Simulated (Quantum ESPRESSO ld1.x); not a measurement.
Results of a calculation; reference values are marked as such.
Problem. Radial electron density D(r) = 4 pi r^2 rho(r) of an atom or ion with 41 electrons. Level of theory: Dirac Kohn-Sham, LDA (Slater exchange, Gunnarsson-Lundqvist correlation), spin-unpolarised, spherical densities, point nucleus (ld1.x of Quantum ESPRESSO 7.5).

r (bohr),D(r) (e/bohr)
0.002976,6.059
0.003492,7.853
0.004066,9.977
0.004771,12.72
0.005554,15.88
0.006518,19.81
0.007588,24.12
0.008904,29.21
0.01037,34.41
0.01216,40.02
0.01416,45.13
0.01662,49.78
0.01935,53.03
0.0227,54.78
0.02643,54.64
0.03102,52.80
0.0364,49.96
0.04237,47.51
0.04973,46.65
0.05789,48.53
0.06794,53.50
0.07909,59.86
0.09281,65.66
0.108,67.57
0.1268,64.13
0.1476,56.62
0.1732,47.96
0.2017,43.23
0.2366,44.16
0.2755,48.73
0.3233,52.10
0.3764,49.50
0.4417,40.03
0.5142,28.22
0.6034,18.08
0.7024,13.28
0.8243,12.43
0.9673,12.81
1.126,12.07
1.322,9.734
1.538,6.881
1.805,4.205
2.102,2.386
2.466,1.197
2.871,0.5621
3.37,0.2201
3.923,0.07528
4.603,0.01907
5.359,0.003910
6.289,0.0005208

What is the nuclear charge?

Solution. Z = 43. The innermost maximum, from 1s, lies near gamma/Z bohr with gamma = sqrt(1 - (Z/c)^2) = 0.949, here 0.0221 bohr (found: 0.0242), and its height grows with Z. The density is that of the technetium ion Tc2+ in [Kr] 4d5; the configuration itself is not fixed sharply by these data, and Z only to a few units. D(r) has 4 maxima, at r = 0.0242, 0.106, 0.329, 0.967 bohr, and minima at 0.0485, 0.213, 0.798 bohr, inside which lie 2.06, 11.14, 29.26 electrons.
